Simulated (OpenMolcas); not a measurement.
Os4+ (d4) among equal point charges was computed by CASSCF with the d shell active (OpenMolcas, ANO-RCC-VDZP on the metal). Its lowest spin-free states, and all those of the highest spin:

```json
{"2S+1": "5", "Degeneracy": "1", "E (cm-1)": "0.0"}
{"2S+1": "5", "Degeneracy": "1", "E (cm-1)": "2580"}
{"2S+1": "5", "Degeneracy": "1", "E (cm-1)": "5075"}
{"2S+1": "5", "Degeneracy": "2", "E (cm-1)": "5283"}
{"2S+1": "3", "Degeneracy": "2", "E (cm-1)": "18719"}
{"2S+1": "3", "Degeneracy": "1", "E (cm-1)": "18954"}
{"2S+1": "3", "Degeneracy": "1", "E (cm-1)": "19002"}
{"2S+1": "3", "Degeneracy": "1", "E (cm-1)": "20097"}
{"2S+1": "3", "Degeneracy": "2", "E (cm-1)": "20834"}
{"2S+1": "3", "Degeneracy": "1", "E (cm-1)": "21216"}
{"2S+1": "3", "Degeneracy": "1", "E (cm-1)": "21468"}
{"2S+1": "3", "Degeneracy": "2", "E (cm-1)": "21532"}
```

Question: Is the site octahedral, tetrahedral or cube-like, axial, or of lower symmetry?

Answer: The states with 2S+1 = 5 have orbital degeneracies 1, 1, 1, 2. There are pairs but no triples, so the site is axial: not cubic, but with a proper or improper axis of order three or more. The run had Os4+ among 5 point charges of -0.65 e arranged as a square pyramid (C4v), 2.15 Å from the ion, with the axial distance 2.451 Å.

Spin-orbit coupling mixes the spin-free states strongly: the lowest level takes only 27 % from its leading state, 2S+1 = 5. Without dynamic correlation the repulsion within the d shell is too large (B by tens of per cent), so at a given field states of lower spin stand too high. Point charges give a weaker field than real ligands, and real ions of this kind are as a rule low spin; the high spin found here belongs to the model. This is an electrostatic model: the charges have no orbitals. An unlabelled pair can be two single states that coincide in this model. No measured value stands beside these numbers.
